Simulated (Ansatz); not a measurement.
H2N2 (SMILES [H]/N=N/[H]), charge 0, multiplicity 1, relaxed at each level with Ansatz (an electronic-structure program); harmonic frequencies from differences of analytic forces, average atomic masses, frozen cores.

| mode | HF/def2-TZVPP (cm⁻¹) | B3LYP/def2-TZVPP (cm⁻¹) | PBE0/def2-TZVPP (cm⁻¹) | wB97X-V/def2-TZVPP (cm⁻¹) | CCSD(T)/cc-pVDZ (cm⁻¹) | CCSD(T)/cc-pVTZ (cm⁻¹) |
|---|---|---|---|---|---|---|
| 1 | 1455 | 1345 | 1356 | 1356 | 1317 | ? |
| 2 | 1465 | 1358 | 1358 | 1363 | 1343 | ? |
| 3 | 1731 | 1596 | 1605 | 1614 | 1569 | ? |
| 4 | 1873 | 1653 | 1696 | 1706 | 1615 | 1622 |
| 5 | 3547 | 3224 | 3268 | 3306 | 3222 | 3269 |
| 6 | 3585 | 3256 | 3300 | 3332 | 3249 | 3301 |

**Question.** Modes are in rising order at each level. Fill in the missing entries.

**Answer.** 
- 1, CCSD(T)/cc-pVTZ (cm⁻¹): 1328
- 3, CCSD(T)/cc-pVTZ (cm⁻¹): 1558
- 2, CCSD(T)/cc-pVTZ (cm⁻¹): 1350

Doubts at one or more of the structures used: a restricted determinant that unrestricted orbitals would lower (CCSD(T)/cc-pVDZ, CCSD(T)/cc-pVTZ).
